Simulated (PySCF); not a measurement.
Molecule: SMILES Cl[C@@H]1C[C@H]2CCC[C@H]21, C7H11Cl.

Geometry (Å), atoms numbered from 1 in this order:
```xyz
19

Cl   -2.712    1.877    0.471
C    -1.373    0.918   -0.198
C    -1.599   -0.597   -0.171
C    -0.353   -0.767    0.718
C     0.879   -1.338    0.020
C     1.433   -0.172   -0.801
C     1.185    1.051    0.084
C    -0.163    0.768    0.738
H    -1.151    1.344   -1.177
H    -1.544   -1.078   -1.146
H    -2.528   -0.886    0.315
H    -0.550   -1.249    1.673
H     1.612   -1.646    0.768
H     0.637   -2.204   -0.595
H     0.880   -0.077   -1.736
H     2.487   -0.301   -1.043
H     1.956    1.114    0.854
H     1.183    1.983   -0.479
H    -0.287    1.266    1.697
```

Frames of a GFN2-xTB Langevin trajectory at 300 K; GIAO PBE0/pcSseg-1 shieldings in PySCF 2.14.0 with density-fitted response routines, gas phase, non-relativistic; equivalent atoms averaged within each frame.

Chemical shifts δ = σref − σ; HCl for ³⁵Cl (949.78 ppm); ¹³C (186.93 ppm), ¹H (31.72 ppm) vs TMS, all at this level. The references are static minima.

Problem. How do the shifts (ppm) fluctuate along the trajectory?

Solution. 
| time (fs) | Cl1 | C2 | C8 | C4 | C5 | C7 | C3 | C6 | H12 | H9 |
| --- | --- | --- | --- | --- | --- | --- | --- | --- | --- | --- |
| optimised geometry | 192 | 60.9 | 53.4 | 34.2 | 35.6 | 35.5 | 39.6 | 27.5 | 2.78 | 3.63 |
| 250 | 224 | 68.3 | 53.0 | 41.5 | 39.1 | 37.6 | 37.2 | 32.2 | 4.07 | 3.83 |
| 425 | 242 | 79.0 | 65.0 | 41.7 | 42.7 | 34.0 | 44.1 | 32.7 | 3.35 | 4.71 |
| 625 | 148 | 48.8 | 58.8 | 31.5 | 40.2 | 30.1 | 45.8 | 24.2 | 3.00 | 2.76 |
| 800 | 317 | 70.7 | 55.2 | 35.2 | 43.4 | 40.9 | 41.8 | 30.3 | 2.17 | 4.41 |
| 1000 | 195 | 63.8 | 53.6 | 40.6 | 36.1 | 38.0 | 42.3 | 26.2 | 3.63 | 3.46 |
| mean of frames | 225 | 66.1 | 57.1 | 38.1 | 40.3 | 36.1 | 42.2 | 29.1 | 3.24 | 3.83 |
| standard deviation | 62 | 11.2 | 5.0 | 4.5 | 3.0 | 4.2 | 3.2 | 3.8 | 0.72 | 0.77 |

5 frames give an uncertainty of the mean of about the standard deviation over 2.2 at best, since frames this close in time may not be independent; classical motion lacks zero-point vibration, and the reference would need the same averaging.
